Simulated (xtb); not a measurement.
H3B3Cl3N3 (SMILES ClB1NB(Cl)NB(Cl)N1), singlet, geometry from GFN2-xTB; GFN0-xTB (xtb).

Here is a job for xtb.
```
$ xtb mol.xyz --gfn 0 --json

# file mol.xyz
12

Cl    -1.64657899    -2.57122596    -0.80160105
B     -0.74801581    -1.16806888    -0.36415518
N     -1.39762621     0.07263285    -0.12954413
B     -0.67801320     1.24217779     0.23197843
Cl    -1.49248487     2.73435911     0.51064538
N      0.73311727     1.14480397     0.35690215
B      1.42602901    -0.07410891     0.13217674
Cl     3.13906386    -0.16313315     0.29095568
N      0.66450893    -1.21743683    -0.22735802
H     -2.40215759     0.12483707    -0.22265281
H      1.26003878     1.96762163     0.61342239
H      1.14211880    -2.09245870    -0.39076958
```

### Question
Predict the main parts of the log of this xtb run.

### Answer

```
   ID    Z sym.   atoms
    1   17 Cl     1, 5, 8
    2    5 B      2, 4, 7
    3    7 N      3, 6, 9
    4    1 H      10-12

           -------------------------------------------------
          |                Calculation Setup                |
           -------------------------------------------------

           -------------------------------------------------
          |                 G F N 0 - x T B                 |
           -------------------------------------------------

          ...................................................
          :                      SETUP                      :
          :.................................................:
          :  # basis functions                  60          :
          :  # atomic orbitals                  57          :
          :  # shells                           27          :
          :  # electrons                        48          :
          :  electronic temp.          300.0000000     K    :
          :  accuracy                    1.0000000          :
          :  -> integral cutoff          0.2500000E+02      :
          :  -> integral neglect         0.1000000E-07      :
          ...................................................

         :::::::::::::::::::::::::::::::::::::::::::::::::::::
         ::                     SUMMARY                     ::
         :::::::::::::::::::::::::::::::::::::::::::::::::::::
         :: total energy             -27.668032815203 Eh    ::
         :: gradient norm              0.038189538616 Eh/a0 ::
         :: HOMO-LUMO gap              6.093322050456 eV    ::
         ::.................................................::
         :: H0 energy                -27.728455280523 Eh    ::
         :: repulsion energy           0.218107454059 Eh    ::
         :: electrostat energy        -0.094819849759 Eh    ::
         :: -> Gsolv                   0.000000000000 Eh    ::
         ::    -> Gsasa                0.000000000000 Eh    ::
         ::    -> Gshift               0.000000000000 Eh    ::
         :: dispersion energy         -0.005711948623 Eh    ::
         :: short-range corr.         -0.057153190357 Eh    ::
         :: add. restraining           0.000000000000 Eh    ::
         :: total charge               0.000000000000 e     ::
         :::::::::::::::::::::::::::::::::::::::::::::::::::::

           -------------------------------------------------
          |                Property Printout                |
[...]

     #   Z          covCN         q      C6AA      α(0)
     1  17 Cl       0.849    -0.108   100.503    15.324
     2   5 B        2.528     0.283    30.666     9.249
     3   7 N        2.568    -0.515    31.660     8.423
     4   5 B        2.528     0.283    30.666     9.249
     5  17 Cl       0.849    -0.108   100.503    15.324
     6   7 N        2.568    -0.515    31.660     8.423
     7   5 B        2.528     0.283    30.666     9.249
     8  17 Cl       0.849    -0.108   100.503    15.324
     9   7 N        2.568    -0.515    31.660     8.423
    10   1 H        0.860     0.340     0.605     1.219
    11   1 H        0.860     0.340     0.605     1.219
    12   1 H        0.860     0.340     0.605     1.219

 Mol. C6AA /au·bohr⁶  :       4332.245509
 Mol. C8AA /au·bohr⁸  :     149056.397033
 Mol. α(0) /au        :        102.645211

Wiberg/Mayer (AO) data.
largest (>0.10) Wiberg bond orders for each atom

 ---------------------------------------------------------------------------
     #   Z sym  total        # sym  WBO       # sym  WBO       # sym  WBO
 ---------------------------------------------------------------------------
     1  17 Cl   0.994 --     2 B    0.911
     2   5 B    3.017 --     9 N    1.019     3 N    1.019     1 Cl   0.911
     3   7 N    3.089 --     2 B    1.019     4 B    1.019    10 H    0.945
     4   5 B    3.017 --     6 N    1.019     3 N    1.019     5 Cl   0.911
     5  17 Cl   0.994 --     4 B    0.911
     6   7 N    3.089 --     7 B    1.019     4 B    1.019    11 H    0.945
     7   5 B    3.017 --     6 N    1.019     9 N    1.019     8 Cl   0.911
     8  17 Cl   0.994 --     7 B    0.911
     9   7 N    3.089 --     2 B    1.019     7 B    1.019    12 H    0.945
    10   1 H    0.971 --     3 N    0.945
    11   1 H    0.971 --     6 N    0.945
    12   1 H    0.971 --     9 N    0.945
 ---------------------------------------------------------------------------

Topologies differ in total number of bonds
Writing topology from bond orders to xtbtopo.mol

 dipole moment from electron density (au)
     X       Y       Z
   0.0000   0.0000  -0.0000  total (Debye):    0.000

           -------------------------------------------------
          | TOTAL ENERGY              -27.668032815203 Eh   |
          | GRADIENT NORM               0.038189538616 Eh/α |
          | HOMO-LUMO GAP               6.093322050456 eV   |
           -------------------------------------------------

normal termination of xtb
```
